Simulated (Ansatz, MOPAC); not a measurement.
The molecule LiMg+, closed-shell singlet (lowest of 2S+1 = 1, 3 at CCSD(T)/def2-TZVPP on PBE0 minima; our sources give no spin for the ground state, which may be another).

Constants: fifth-degree fit in 1/R to seven points, most abundant isotopes. In def2 and cc sets the state is the lowest found near the PBE0 minimum, followed along R. The singlet is held restricted. HF and MP2 rows in def2 and cc sets belong to the determinant that coupled cluster picked by its CCSD energy.

Correlated levels freeze the inner cores; with def2 sets outer-core shells near the valence are correlated too. The state that AM1 reach isn't checked.

Codes used: Ansatz (Gaussian basis) for Hartree–Fock, density functionals and correlated methods; MOPAC for AM1 (differences of heats of formation). 

Task: What bond length and harmonic frequency does AM1 give?

Result: r_e = 2.806 Å, ω_e = 344 cm⁻¹.

Task: What bond length and harmonic frequency does MP2/def2-TZVPP give?

Result: r_e = 2.938 Å, ω_e = 252 cm⁻¹.

Task: What bond length and harmonic frequency does CCSD(T)/def2-QZVPP give?

Result: r_e = 2.896 Å, ω_e = 267 cm⁻¹.

Doubts at one or more of the structures used: a restricted determinant that unrestricted orbitals would lower (MP2/def2-TZVPP, CCSD(T)/def2-QZVPP).

Ansatz is a first-principles code.
